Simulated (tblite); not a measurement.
Compound: C7H9Cl2FO.
Geometry (GFN2-xTB, Å), atoms numbered from 1 in this order:
```
atom  x, y, z in Å
F1    -3.568    1.051   -0.367
C2    -2.378    1.110    0.367
C3    -1.222    1.148   -0.589
C4    -0.622   -0.036   -0.575
C5     0.523   -0.508   -1.403
C6     1.747   -0.896   -0.563
C7     2.227    0.254    0.304
Cl8    3.588   -0.275    1.323
Cl9    2.751    1.629   -0.695
C10   -1.317   -0.912    0.436
O11   -2.223   -0.042    1.106
H12   -2.504    1.976    1.028
H13   -1.014    1.999   -1.207
H14    0.211   -1.386   -1.972
H15    0.798    0.279   -2.105
H16    2.556   -1.207   -1.226
H17    1.504   -1.734    0.093
H18    1.445    0.624    0.970
H19   -1.860   -1.728   -0.059
H20   -0.649   -1.337    1.189
```

All values are computed: GFN2-xTB (tblite) harmonic vibrations without scaling, gas phase. The method is semi-empirical: single wavenumbers can be off by several per cent or more. One conformer, not necessarily the lowest.

Harmonic wavenumbers (cm⁻¹): 26.6, 29.4, 47.9, 122.1, 145.6, 160.0, 224.3, 258.1, 312.4, 351.1, 375.0, 447.1, 504.9, 522.5, 602.8, 636.7, 711.6, 771.0, 815.6, 860.3, 894.7, 914.1, 954.1, 969.1, 982.3, 997.7, 1033.1, 1089.7, 1096.0, 1121.0, 1144.7, 1156.0, 1167.0, 1186.6, 1219.5, 1243.1, 1265.5, 1287.6, 1299.0, 1319.2, 1328.2, 1452.8, 1453.4, 1461.3, 1709.5, 2884.3, 2917.0, 2939.9, 2948.2, 2974.2, 2986.4, 2999.2, 3011.4, 3172.0.

A = 1587, B = 381.0, C = 354.2 MHz; mass 198.001 u (most abundant isotopes); point group C1, symmetry number 1.

Question: What is the zero-point energy?

Answer: Half the sum of the wavenumbers: 32251 cm⁻¹ = 385.81 kJ/mol.

Question: Give the ideal-gas entropy at 298.15 K and 1 bar in the rigid-rotor, harmonic-oscillator model (classical rotation).

Answer: Translation 174.81, rotation 132.57, vibration 157.04: S = 464.4 J/(mol K).

Question: And Cp and H(298.15 K) − H(0)?

Answer: Cp = 177.90 J/(mol K), of which vibrations give 144.64 (their classical limit is 54 R = 449.0); H(298.15 K) − H(0) = 32.38 kJ/mol without the zero-point energy, 22.46 from vibrations.

Question: Which modes carry the vibrational entropy at 298.15 K?

Answer: 26.6 cm⁻¹: 25.39; 29.4 cm⁻¹: 24.56; 47.9 cm⁻¹: 20.51; 122.1 cm⁻¹: 12.83; 145.6 cm⁻¹: 11.42; 160.0 cm⁻¹: 10.67 J/(mol K); the other 48 give 51.66 together.

Question: What must be added to the electronic energy to get the Gibbs energy at 298.15 K and 1 bar?

Answer: ZPE + [H(298.15 K) − H(0)] − T·S = 385.81 + 32.38 − 138.47 = 279.72 kJ/mol.

Hindered rotation and anharmonicity are outside this model. Other conformers, if any are populated, would add a mixing term that is left out. The structure is chiral; the term R ln 2 for an equal mix with its mirror image is left out.
